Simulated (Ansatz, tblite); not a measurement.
Cost and result up the ladder for Bi3⁺ (the lowest singlet isomer of a short search) (3 atoms). The state is a singlet with charge 1. Geometry: B3LYP-D4/def2-SVP.

```xyz
3

Bi    0.202    1.529   -0.679
Bi    1.221   -0.669    0.949
Bi   -1.424   -0.861   -0.271
```

Ansatz on 2 threads of Intel Xeon 6975P-C on a shared host; xTB runs through tblite on one thread. Times are rough, summed over both states, and most runs start from the orbitals of an earlier one. PBE-QIDH/def2-TZVP serves as the yardstick here, not as an exact answer. The other state is a quintet at its own geometry, which has other bonds, so the gap mixes isomer and spin.

In the def2 sets Bi takes a core potential; there is no spin–orbit coupling. The xTB rows come from tblite. LC-ωPBE has ω = 0.4 bohr⁻¹. B3LYP takes the VWN-RPA correlation. HSE06 is defined as in plane-wave codes, on full-range PBE exchange. Correlated methods freeze 12 core orbitals; core or outer-core shells of Bi are correlated, in sets that lack core-valence functions. At PBE0-D4/def2-TZVP a singlet of charge 1 lies 2.24 eV below the quintet, each at its own geometry. The structure comes from a short search, and lower isomers may exist.

Run but left out: HF/def2-TZVP (singlet: restricted singlet, unstable towards broken spin symmetry); MP2/def2-TZVP (quintet: ⟨S²⟩ 6.23, where a pure state has 6.00).

Correlated methods converge slowly with the basis.

xTB has no spin-polarisation term.

```json
{"level": "GFN1-xTB", "functions": "12", "wall time": "0.002 s", "quintet − singlet (eV)": "3.25", "difference from PBE-QIDH/def2-TZVP (eV)": "0.80"}
{"level": "GFN2-xTB", "functions": "12", "wall time": "0.002 s", "quintet − singlet (eV)": "2.76", "difference from PBE-QIDH/def2-TZVP (eV)": "0.32"}
{"level": "revPBE-D4/def2-TZVP", "functions": "150", "wall time": "3.2 s", "quintet − singlet (eV)": "2.34", "difference from PBE-QIDH/def2-TZVP (eV)": "-0.11"}
{"level": "B3LYP-D4/def2-TZVP", "functions": "150", "wall time": "5.3 s", "quintet − singlet (eV)": "2.35", "difference from PBE-QIDH/def2-TZVP (eV)": "-0.10"}
{"level": "HSE06-D4/def2-TZVP", "functions": "150", "wall time": "5.9 s", "quintet − singlet (eV)": "2.25", "difference from PBE-QIDH/def2-TZVP (eV)": "-0.20"}
{"level": "CAM-B3LYP-D4/def2-TZVP", "functions": "150", "wall time": "7.1 s", "quintet − singlet (eV)": "2.11", "difference from PBE-QIDH/def2-TZVP (eV)": "-0.33"}
{"level": "BHLYP-D4/def2-TZVP", "functions": "150", "wall time": "7.5 s", "quintet − singlet (eV)": "2.02", "difference from PBE-QIDH/def2-TZVP (eV)": "-0.42"}
{"level": "r2SCAN-D4/def2-TZVP", "functions": "150", "wall time": "7.7 s", "quintet − singlet (eV)": "2.09", "difference from PBE-QIDH/def2-TZVP (eV)": "-0.36"}
{"level": "LC-ωPBE/def2-TZVP", "functions": "150", "wall time": "7.9 s", "quintet − singlet (eV)": "1.66", "difference from PBE-QIDH/def2-TZVP (eV)": "-0.79"}
{"level": "r2SCANh-D4/def2-TZVP", "functions": "150", "wall time": "8.4 s", "quintet − singlet (eV)": "2.01", "difference from PBE-QIDH/def2-TZVP (eV)": "-0.43"}
{"level": "B2PLYP/def2-TZVP", "functions": "150", "wall time": "9.6 s", "quintet − singlet (eV)": "2.61", "difference from PBE-QIDH/def2-TZVP (eV)": "0.17"}
{"level": "RPA@PBE/def2-TZVP", "functions": "150", "wall time": "9.8 s", "quintet − singlet (eV)": "2.33", "difference from PBE-QIDH/def2-TZVP (eV)": "-0.11"}
{"level": "PBE-QIDH/def2-TZVP", "functions": "150", "wall time": "10 s", "quintet − singlet (eV)": "2.44", "difference from PBE-QIDH/def2-TZVP (eV)": "0.00"}
{"level": "B97M-V/def2-TZVP", "functions": "150", "wall time": "12 s", "quintet − singlet (eV)": "2.50", "difference from PBE-QIDH/def2-TZVP (eV)": "0.06"}
```
